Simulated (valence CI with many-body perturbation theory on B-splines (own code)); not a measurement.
A CI+MBPT run for Yb³⁰⁺

Computed by valence CI with perturbative core correlation (CI+MBPT): four valence electrons over a frozen Dirac-Fock core [Kr], radial functions for each j: 7 s, 7 p, 8 d, 6 f, 4 g, 1 h, with the one-electron correlation potential Σ1 (screened to all orders), the two-electron term Σ2, the three-electron term Σ3, Breit, model QED; selected single and double excitations, second order for the rest, scaled by the run's own slope (own B-spline code, finite nucleus).

Command, and the settings that its task file holds:

```sh
python run_cv.py task.json out
```

```
atom Yb  Z=70  mass_number=174  rms_radius_fm=5.3108
core [Kr]
valence 4d4
avg = 1
basis = M
beyond = 1
breit = 1
cap = 32000
capref = 2200
cscale = 1
de = 0.0
dress = 0
eps = 2e-08
extrap = 1
h = 0.27
hh = 1
l2 = 3
lcore = 6
maxit = 60
n2 = 5
natural = 1
nlev = 190
nno = [4, 4, 5, 4, 3, 1]
nroot = 40
nsp = [3, 3, 3, 2, 1, 0]
pt2 = 1
qed = 1
rpa = 1
s1 = 1
s2 = 1
s3 = 1
screen = 1
tol = 2e-05
whole = 1
```

It took 3.3 min on 1 thread of Intel(R) Xeon(R) Processor @ 2.30GHz, on a shared host.

Log. The first blocks belong to the next ion, which gives the ionisation energy. Fields: 2J, parity (1 odd), roots, reference size, generating configurations, candidates as configurations/state functions, variational space P, stored matrix elements, Davidson steps; e2 is the range of second-order energies in hartree. The first line gives the box (bohr), its intervals, the orbitals and the steps of their self-consistent field. Window is the range of levels sought, series limit the energy at which the first omitted orbital would enter, core excitation an estimate of the first excitation out of the core, left out the lowest levels not solved, and shifts from estimates the range by which levels moved from their first estimate, all in cm⁻¹.

```
rmax 4.8 intervals 59 orbitals 59 references ['4d4', '4d3 4f', '4d3 5s', '4d2 4f2', '4d3 5p'] scf 5 t 1.9
2J=3 par=0 roots 2 ref 38 generators 5 cand 2485/6292 P 899/2256 nnz 0 it 5
2J=3 par=0 roots 2 ref 38 generators 9 cand 3072/7692 P 1260/3258 nnz 2.6e+06 it 4
   second order: generators 10 cand 3447/8560 e2 -0.00001 -0.00001
2J=5 par=0 roots 2 ref 44 generators 4 cand 2545/7720 P 913/2863 nnz 2.2e+06 it 4
2J=5 par=0 roots 2 ref 44 generators 6 cand 3197/9439 P 1298/4054 nnz 4e+06 it 4
   second order: generators 10 cand 3569/10602 e2 -0.00002 -0.00001
reference levels 1561, estimated 240, window 1818489 1/cm; series limit 6249273, core excitation 1136556
2J=0 par=0 roots 5 ref 38 generators 8 cand 6690/16661 P 2139/4305 nnz 3e+06 it 5
2J=0 par=0 roots 5 ref 38 generators 11 cand 5842/14894 P 2806/6248 nnz 4.6e+06 it 6
   second order: generators 15 cand 8051/21234 e2 -0.00003 -0.00001
2J=2 par=0 roots 4 ref 76 generators 8 cand 7713/50712 P 1225/6400 nnz 9.3e+06 it 5
2J=2 par=0 roots 4 ref 76 generators 10 cand 6959/46888 P 2223/11817 nnz 2.4e+07 it 5
   second order: generators 11 cand 7463/52141 e2 -0.00005 -0.00003
2J=4 par=0 roots 8 ref 121 generators 11 cand 7957/76876 P 891/6387 nnz 9e+06 it 5
2J=4 par=0 roots 8 ref 121 generators 12 cand 7398/73108 P 2497/18561 nnz 5.5e+07 it 7
   second order: generators 17 cand 8850/93582 e2 -0.00007 -0.00003
2J=8 par=0 roots 7 ref 120 generators 9 cand 7924/91356 P 816/6395 nnz 9.6e+06 it 4
2J=8 par=0 roots 7 ref 120 generators 12 cand 7414/87573 P 2326/18657 nnz 6.2e+07 it 7
   second order: generators 15 cand 7476/99268 e2 -0.00008 -0.00003
2J=6 par=0 roots 6 ref 120 generators 8 cand 7933/89953 P 765/6400 nnz 1e+07 it 4
2J=6 par=0 roots 6 ref 120 generators 10 cand 7469/86166 P 2232/18659 nnz 6.3e+07 it 5
   second order: generators 12 cand 7574/95334 e2 -0.00007 -0.00004
2J=10 par=0 roots 2 ref 86 generators 5 cand 6930/77011 P 860/6399 nnz 1.1e+07 it 4
2J=10 par=0 roots 2 ref 86 generators 8 cand 7192/77870 P 1771/13260 nnz 3.8e+07 it 5
   second order: generators 9 cand 6281/71009 e2 -0.00005 -0.00005
2J=12 par=0 roots 2 ref 66 generators 4 cand 6559/62572 P 1119/6392 nnz 1e+07 it 4
2J=12 par=0 roots 2 ref 66 generators 8 cand 6614/62402 P 1816/10512 nnz 2.4e+07 it 5
   second order: generators 9 cand 7489/80415 e2 -0.00005 -0.00005
2J=8 par=1 roots 33 ref 144 generators 9 cand 6362/71558 P 506/6398 nnz 6.9e+06 it 8
...
2J=16 par=1 roots 5 ref 26 generators 7 cand 4710/27672 P 2946/17020 nnz 4.1e+07 it 5
   second order: generators 16 cand 9815/85066 e2 -0.00003 -0.00002
2J=0 par=1 roots 8 ref 35 generators 7 cand 7046/16385 P 2333/6397 nnz 5.1e+06 it 5
2J=0 par=1 roots 8 ref 35 generators 12 cand 7658/18747 P 4807/12271 nnz 1.5e+07 it 8
   second order: generators 26 cand 17216/47811 e2 -0.00003 -0.00001
2J=18 par=1 roots 1 ref 12 generators 1 cand 1317/6649 P 1201/5363 nnz 6.5e+06 it 4
2J=18 par=1 roots 1 ref 12 generators 2 cand 2544/13070 P 1536/7035 nnz 1e+07 it 4
   second order: generators 6 cand 6717/47974 e2 -0.00002 -0.00002
left out: unestimated 2921457, estimated 1938143, shifts from estimates -165 to 71
operators 4.1
```

The Davidson iterations converged.

No measured spectrum was set against this ion. As an estimate, large intervals hold to a few tenths of a per cent, small ones and those within an open d or f shell to about a per cent. The list stops below the first excitations out of the core.

```yaml
Valence_energy: -183.9274 hartree
Ionisation_energy: "1176.8 eV (NIST: 1175 ± 4 eV (theoretical))"
Reference_configurations_for_the_orbitals: 4d4, 4d3 4f, 4d3 5s, 4d2 4f2, 4d3 5p
Radial_orbitals: 59
Box_radius: 4.817 bohr
Largest_variational_space: 32000
Lowest_levels: (4d3/2^4) J=0 0.0, (4d3/2^3 4d5/2) J=1 79859, (4d3/2^3 4d5/2) J=2 114090, (4d3/2^3 4d5/2) J=4 116160, (4d3/2^3 4d5/2) J=3 125650, (4d3/2^2 4d5/2^2) J=0 [a] 186820, (4d3/2^2 4d5/2^2) J=2 [a] 194620, (4d3/2^2 4d5/2^2) J=4 [a] 194940, (4d3/2^2 4d5/2^2) J=3 [a] 199660, (4d3/2^2 4d5/2^2) J=5 213420, (4d3/2^2 4d5/2^2) J=1 221090, (4d3/2^2 4d5/2^2) J=6 223360, (4d3/2^2 4d5/2^2) J=4 [b] 235140, (4d3/2^2 4d5/2^2) J=3 [b] 235390 cm⁻¹
```

Levels are named by their leading jj configuration (3d3/2^4 stands for four electrons in 3d with j = 3/2), which in mixed levels can hold well under half, so a name can repeat and another be missing. Letters in brackets count levels of one name in rising energy.
